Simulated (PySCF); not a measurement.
In⁻ (indium, charge -1) across methods

[Kr] 4d10 5s2 5p2, high-spin 3P determinant. Calculation: PySCF 2.14, in x2c-TZVPPall with one added diffuse shell each of s, p, d, f type (9s7p5d3f, 76 functions); the spin-free X2C one-electron Hamiltonian (Gaussian nucleus).

```tsv
method	E (hartree)	mean ε 5s α (eV)	mean ε 5s β (eV)	mean ε 5p α (eV)	Σ⟨r²⟩ (bohr²)	⟨S²⟩
UHF	-5878.24403	-7.030	-4.912	-0.556	102.3	2.015
LDA	-5875.10	-3.936	-3.328	1.238	106.5	2.001
wB97X	-5881.12	-6.856	-5.792	-0.428	99.27	2.004
M06-2X	-5881.41	-5.268	-3.697	0.345	98.40	2.006
PBE	-5880.51	-3.707	-3.021	1.292	106.8	2.002
TPSS	-5880.68	-3.674	-2.778	1.339	103.6	2.002
wB97M-V	-5880.52	-6.814	-5.580	-0.502	100.1	2.006
r2SCAN	-5880.94	-3.890	-3.023	1.200	102.8	2.005
```

Q: Estimate the same row for PBE0.

A: E (hartree) = -5880.59; mean ε 5s α (eV) = -4.642; mean ε 5s β (eV) = -3.619; mean ε 5p α (eV) = 0.806; Σ⟨r²⟩ (bohr²) = 102.7; ⟨S²⟩ = 2.003.

The highest occupied level is positive at LDA, M06-2X, PBE, TPSS, PBE0, r2SCAN: only the finite basis holds that electron, which in a density functional comes from self-interaction.
